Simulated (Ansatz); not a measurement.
`C[SiH](O)[SiH3]` + H–F → `C[SiH](F)[SiH3]` + H₂O at 298.15 K and 1 bar (ligand exchange at the Si–O bond).

Calculated with Ansatz (gas phase, PBE0-D4/def2-TZVP geometries, no zero-point term in ΔE). CCSD(T)/CBS adds triple-zeta CCSD(T) − MP2 to the extrapolated MP2 energy (def2 sets, frozen cores). This one scheme is used for every species. One conformer a species, not always the lowest.

```tsv
species	CCSD(T)/CBS energy (Eh)	H − E (kJ/mol)	S (J/(mol·K))
`C[SiH](O)[SiH3]`	-696.24702	244.5	359.9
H–F	-100.39570	33.5	173.6
`C[SiH](F)[SiH3]`	-720.28056	213.7	349.9
H₂O	-76.37941	66.4	188.7
```

H − E and S are ideal-gas, rigid-rotor, harmonic terms from PBE0-D4/def2-TZVP, for one conformer and one mirror image of each species. 1 Eh = 2625.50 kJ/mol, R = 8.31446 J/(mol·K).

Question: By hand: ΔE, ΔH, ΔS and ΔG.

Answer: ΔE = (-720.28056) + (-76.37941) − (-696.24702) − (-100.39570) = -0.01725 Eh = -45.3 kJ/mol. Δ(H − E) = 213.7 + 66.4 − 244.5 − 33.5 = 2.1, so ΔH = -43.2 kJ/mol. ΔS = 349.9 + 188.7 − 359.9 − 173.6 = 5.1 J/(mol·K). ΔG = -43.2 − 298.15 × (5.1)/1000 = -44.7 kJ/mol.

Question: By hand: the equilibrium constant, and the temperature at which ΔG would vanish if ΔH and ΔS stayed fixed.

Answer: log₁₀ K = −ΔG/(RT ln 10) = 7.8. ΔH and −TΔS have one sign here, so there is no such temperature. One of them is within its doubt of zero, so this could turn.

The number of gas molecules stays the same, so ΔS is small and ΔH decides. A doubt of 5 kJ/mol in ΔE shifts log₁₀ K by 0.9 here. Other conformers and mirror images would add mixing entropy, several J/(mol·K) or more a flexible species. These are equilibria of isolated gas molecules and say nothing of rates. Largest T1 diagnostic: 0.012 (customary marks: 0.02 for closed shells, 0.045 for open ones).
